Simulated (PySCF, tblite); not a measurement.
Isomers of C7H8N2O, one GFN2-xTB conformer each. Single-point energies are computed at PBE0/pcSseg-1 (PySCF, gas phase, no added dispersion term), electronic only.

```tsv
SMILES	GFN2-xTB relative energy (kcal/mol)
CC(=O)c1ccnnc1C	0.0
C=Cc1nnc(C2CC2)o1	3.1
```

Conformers: `[CH3:1][C:2](=[O:3])[c:4]1[cH:5][cH:6][n:7][n:8][c:9]1[CH3:10]` with C1–C2–C4–C5 32°; `[CH2:1]=[CH:2][c:3]1[n:4][n:5][c:6]([CH:7]2[CH2:8][CH2:9]2)[o:10]1` with C1–C2–C3–N4 2°, N5–C6–C7–C8 -36°.

Q: What does PBE0/pcSseg-1 give for the same structures?

A: 
```json
{"SMILES": "CC(=O)c1ccnnc1C", "PBE0/pcSseg-1 E (Eh)": "-455.66748", "PBE0/pcSseg-1 (kcal/mol)": "0.0", "GFN2-xTB (kcal/mol)": "0.0", "point group": "C1"}
{"SMILES": "C=Cc1nnc(C2CC2)o1", "PBE0/pcSseg-1 E (Eh)": "-455.63575", "PBE0/pcSseg-1 (kcal/mol)": "19.9", "GFN2-xTB (kcal/mol)": "3.1", "point group": "near Cs"}
```

Both levels put the same isomer lowest. As drawn, the lower has a C=O bond, which the higher lacks; the higher has a three-membered ring and a C=C bond outside aromatic rings, which the lower lacks.

Q: Which frontier levels, dipoles and rotational constants go with these structures?

A: 
```
           SMILES  HOMO (eV, PBE0/pcSseg-1)  LUMO (eV)  dipole (D)       A, B, C (MHz)
  CC(=O)c1ccnnc1C                     -6.75      -2.38        4.33   2292, 1200, 823.0
C=Cc1nnc(C2CC2)o1                     -6.82      -1.38        3.05  5584, 706.3, 659.2
```

Q: What happens when harmonic zero-point energies from GFN2-xTB frequencies are added?

A: 
| SMILES | ZPE (kcal/mol) | electronic (kcal/mol) | with ZPE (kcal/mol) |
| --- | --- | --- | --- |
| CC(=O)c1ccnnc1C | 85.8 | 0.0 | 0.0 |
| C=Cc1nnc(C2CC2)o1 | 87.0 | 19.9 | 21.0 |

The zero-point energies span 1.2 kcal/mol. The order is unchanged.
